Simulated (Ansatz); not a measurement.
The same molecule with X = Al, Ga, In. Ansatz, PBE0-D4/def2-TZVP geometries, multiplicity 1. Each molecule was computed in one conformer, which needn't be the lowest.

Elements past krypton have def2 core potentials. Scalar relativity is left out up to krypton.

| X | molecule | mean X–F bond length / Å | mean X–O bond length / Å | mean X–S bond length / Å | HOMO–LUMO gap (PBE0/def2-TZVPP) / eV | HOMO energy (PBE0/def2-TZVPP) / eV | HOMO energy (ωB97M-V/def2-TZVPP) / eV |
| --- | --- | --- | --- | --- | --- | --- | --- |
| Ga | `[OH][Ga]([F])[SH]` | 1.750 | 1.770 | 2.169 | 7.01 | -8.21 | -10.42 |
| In | `[OH][In]([F])[SH]` | 1.952 | 1.963 | 2.344 | 6.03 | -8.20 | -10.40 |

(1) Give the row for X = Al, `[OH][Al]([F])[SH]`. (An estimate is asked.)

## Answers

(1) Ansatz gave: 
```csv
X,molecule,mean X–F bond length / Å,mean X–O bond length / Å,mean X–S bond length / Å,HOMO–LUMO gap (PBE0/def2-TZVPP) / eV,HOMO energy (PBE0/def2-TZVPP) / eV,HOMO energy (ωB97M-V/def2-TZVPP) / eV
Al,`[OH][Al]([F])[SH]`,1.641,1.679,2.167,7.29,-8.05,-10.23
```

From Al to In the mean X–F bond length rises at each step, by 0.311 Å in all; the mean X–O bond length rises at each step, by 0.284 Å in all; the mean X–S bond length rises at each step, by 0.177 Å in all; the HOMO–LUMO gap (PBE0/def2-TZVPP) falls at each step, by 1.26 eV in all; the HOMO energy (PBE0/def2-TZVPP) isn't monotonic: highest at Al, lowest at Ga; the HOMO energy (ωB97M-V/def2-TZVPP) isn't monotonic: highest at Al, lowest at Ga. Bonds lengthen as the atom grows down the group.
